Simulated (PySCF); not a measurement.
Species: CH7FPbSi.
Numbering: `[F:1][PbH2:2][CH2:3][SiH3:4]` (hydrogens: H5, H6 on Pb2; H7, H8 on C3; H9, H10, H11 on Si4)

Computed by this run: PBE0-D3(BJ)/def2-SVP geometry optimisation, gas phase, def2 core potentials past Kr in PySCF 2.14.0; density fitting, grid level 1; the optimiser is geomeTRIC in internal coordinates, started from a GFN2-xTB structure with every atom displaced at random (about 0.01 Å).

Geometry at step 0:
```
atom  x, y, z in Å
F1      1.3778    1.3984    1.1793
Pb2     1.7510   -0.2530    0.0271
C3     -0.3848   -0.6699   -0.6855
Si4    -1.5608    0.4756    0.2311
H5      2.9661    0.3991   -1.0853
H6      2.5041   -1.2774    1.2425
H7     -0.5181   -1.7215   -0.4744
H8     -0.3333   -0.5015   -1.7530
H9     -1.5427    0.1758    1.6796
H10    -2.9087    0.0885   -0.2985
H11    -1.3126    1.8600   -0.0786
```

Task: Give the atomic forces at this geometry.

Result: 
```tsv
atom	Fx (eV/Å)	Fy (eV/Å)	Fz (eV/Å)
F1	-0.200	0.268	0.118
Pb2	-0.121	-0.134	-0.252
C3	1.309	0.669	0.736
Si4	-0.452	-1.134	-0.176
H5	-0.162	-0.066	-0.065
H6	-0.081	-0.173	0.004
H7	-0.290	-0.620	0.103
H8	-0.144	0.080	-0.621
H9	0.066	0.056	0.211
H10	-0.120	0.131	0.084
H11	0.196	0.923	-0.142
```

The largest, 1.64 eV/Å, acts on C3; the rms over all components is 0.441 eV/Å. The forces sum to zero within rounding, as they must for an isolated molecule in no field.

Task: Give the force on C3 in Eh/bohr and in nN.

Result: 1.644 eV/Å ÷ 51.422 = 0.03197 Eh/bohr, and 1.644 eV/Å × 1.602 = 2.63 nN.

Task: How far is this geometry from the end of the optimisation?

Result: 0.126 eV above it, and 0.086 Å rms away after alignment. The bonds farthest from their final lengths, with half the difference of the two atoms' forces along the bond (positive lengthens):

```csv
bond,now (Å),final (Å),force along bond (eV/Å)
Pb2–C3,2.290,2.219,-0.89
Si4–H11,1.440,1.489,+1.04
C3–H7,1.081,1.101,+0.66
C3–H8,1.082,1.101,+0.59
F1–Pb2,2.048,2.062,+0.27
Pb2–H5,1.772,1.759,-0.06
```

The angle farthest from its final value is H5–Pb2–H6, 110.8° against 115.8°.

Of the 6 listed bonds off by 0.010 Å or more, this force points towards the final length in 6.

What follows is the cost of the whole optimisation. On one thread, Arm Neoverse V2 (aarch64), shared host with 192 logical CPUs at a one-minute load of 52, this took 69 s and 0.45 GiB of memory at its peak.
